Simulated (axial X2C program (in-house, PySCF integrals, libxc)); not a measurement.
AsN⁻: from the spin-free to the two-component result

All values were computed with an in-house all-electron X2C program for linear molecules (integrals from PySCF). Spin-free means the one-electron spin-free X2C Hamiltonian; two-component (2c) means X2C with spin–orbit coupling and atomic mean-field two-electron Coulomb and Gaunt terms, so the difference of the two also holds small scalar two-electron terms. Basis: As dyall-acv3z [10s10p7d5f1g], N dyall-av3z [7s7p3d2f] (cores contracted in-house); Gaussian nuclei, density fitting, unrestricted open shells. Masses: As 74.922 u, N 14.003 u.

Spin-free state: M_S = 1/2, Λ = 1 (beyond evenly filled blocks: π+α); fragments As- + N.

```
level  Re (Å)  ωe (cm⁻¹)  De (eV)  μ (D)
   HF   1.747      677.6    1.014  -1.38
 BP86   1.686      890.1    5.109  -2.03
```

Dipoles are positive if N is the positive end and refer to the centre of mass.

(1) Within this multiplet, which Ω should lie lowest by the rule for regular and inverted multiplets?

Two-component determinant lowest at the distance of the search:

Ω = 1/2 (⟨Sz⟩ = -0.50, ⟨Lz⟩ = 1.00 at HF); fragments As- + N.

| level | Re (Å) | ωe (cm⁻¹) | μ (D) |
| --- | --- | --- | --- |
| HF | 1.750 | 675.9 | -1.46 |
| BP86 | 1.688 | 886.0 | -2.12 |

(2) From the two tables, how do the constants change at the HF level (2c against spin-free)?

The state is one determinant whose occupation by symmetry is held fixed; it was picked as the lowest of a PBE0 search that is not exhaustive. Dissociation energies refer to the lowest single-determinant-based atoms at the same level and basis. De is not given where an atomic determinant may have missed its ground term or J level, or where the truncated virtual space spoils (T). Density functionals use the spin component along the axis (collinear). The highest occupied level is positive at some bond lengths even in Hartree–Fock (under at least one Hamiltonian), so the basis set holds the extra electron there; where that holds at Re the anion is at best weakly bound and its constants depend on the basis. Without a current term, density functionals place determinants with orbital angular momentum somewhat too high. The determinant is spin-polarised beyond a pure state at some levels (its spin-free form has ⟨S²⟩ too high), which makes Re and μ there less reliable. Hartree–Fock gets electron affinities wrong, so its lowest charge split need not be the true one.

## Answers

(1) The open π shell holds one electron, so the multiplet is regular: Ω = Λ − 1/2 = 1/2. The PBE0 2c search agrees, though Ω = 3/2 of the search lies only 0.07 eV higher.

(2) At the HF level Re increases by 0.003 Å and ωe decreases by 1.7 cm⁻¹.
